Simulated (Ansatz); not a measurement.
Consider the substitution at a C–C bond: `CC/C=C(\C)CC` + CH₃NH₂ → `CCNC` + `C/C=C\CC`.

Gas-phase electronic energies from Ansatz, PBE0-D4/def2-TZVP geometries. CCSD(T)/CBS adds triple-zeta CCSD(T) − MP2 to the extrapolated MP2 energy (def2 sets, frozen cores). Double bonds are as drawn, so ΔE can hold a change between cis and trans. DFT in def2-TZVPP. One conformer a species, not always the lowest.

`CC/C=C(\C)CC`:

```xyz
21

C     2.872    0.276    0.597
C     2.027   -0.178   -0.590
C     0.676    0.456   -0.592
C    -0.517   -0.124   -0.450
C    -0.727   -1.597   -0.284
C    -1.768    0.709   -0.451
C    -2.518    0.696    0.877
H     2.973    1.365    0.612
H     3.876   -0.152    0.557
H     2.410   -0.025    1.540
H     1.953   -1.267   -0.589
H     2.548    0.092   -1.517
H     0.686    1.540   -0.703
H    -1.169   -1.824    0.691
H     0.194   -2.171   -0.369
H    -1.429   -1.970   -1.038
H    -1.510    1.739   -0.711
H    -2.440    0.347   -1.240
H    -2.863   -0.307    1.140
H    -3.398    1.343    0.833
H    -1.877    1.052    1.687
```

CH₃NH₂:

```xyz
7

C     0.107    0.495   -0.257
N    -0.473   -0.713    0.303
H     1.189    0.617   -0.096
H    -0.393    1.368    0.169
H    -0.073    0.519   -1.334
H    -0.327   -0.750    1.303
H    -0.030   -1.536   -0.087
```

`CCNC`:

Z-matrix (Å, degrees):
```
C
C 1 1.514
H 1 1.092 2 110.6
H 1 1.092 2 111.0 3 120.6
H 1 1.094 2 111.0 3 -119.8
N 2 1.447 1 111.2 3 57.6
H 2 1.096 1 109.7 3 -61.5
H 2 1.106 1 109.7 3 -177.6
C 6 1.445 2 113.2 1 177.3
H 6 1.013 2 109.3 1 54.5
H 9 1.104 6 114.0 2 -54.9
H 9 1.094 6 109.5 2 65.4
H 9 1.092 6 109.9 2 -176.7
```

`C/C=C\CC`:

```xyz
15

C     1.049   -0.588    1.817
C     0.477   -1.306    0.642
C    -0.344   -0.820   -0.286
C    -0.885    0.568   -0.395
C    -0.455    1.252   -1.688
H     0.737   -1.065    2.752
H     2.143   -0.628    1.798
H     0.753    0.460    1.861
H     0.773   -2.348    0.547
H    -0.657   -1.497   -1.079
H    -0.582    1.174    0.462
H    -1.981    0.523   -0.365
H    -0.762    0.670   -2.561
H    -0.899    2.246   -1.776
H     0.632    1.359   -1.729
```

| species | r2SCAN energy (Eh) |
| --- | --- |
| `CC/C=C(\C)CC` | -275.08647 |
| CH₃NH₂ | -95.83545 |
| `CCNC` | -174.43433 |
| `C/C=C\CC` | -196.47791 |

Q: Work out ΔE.

A: ΔE = (-174.43433) + (-196.47791) − (-275.08647) − (-95.83545) = 0.00968 Eh = +6.1 kcal/mol. CCSD(T)/CBS gives +7.2 kcal/mol.

Largest T1 diagnostic among the species: 0.009.

Leaving LDA and LC-ωPBE aside and taking each functional with its dispersion term where it has one, the values, not all of them listed here, spread over 1.0 kcal/mol, from B2PLYP to PBE-QIDH. LDA lies +0.8 kcal/mol from PBE without D4. The D4 term adds +1.5 kcal/mol with B3LYP and +0.9 kcal/mol with PBE0; it sums over pairs of atoms, weighted by their polarisabilities, and B3LYP, whose exchange is more repulsive, gets the larger term. In def2-TZVPP, CCSD(T) changes the Hartree–Fock value by +3.0 kcal/mol (the triples alone add +0.4 kcal/mol) and MP2 by +4.1 kcal/mol.

B3LYP here is the variant with VWN-RPA as its local correlation; programs differ in this.
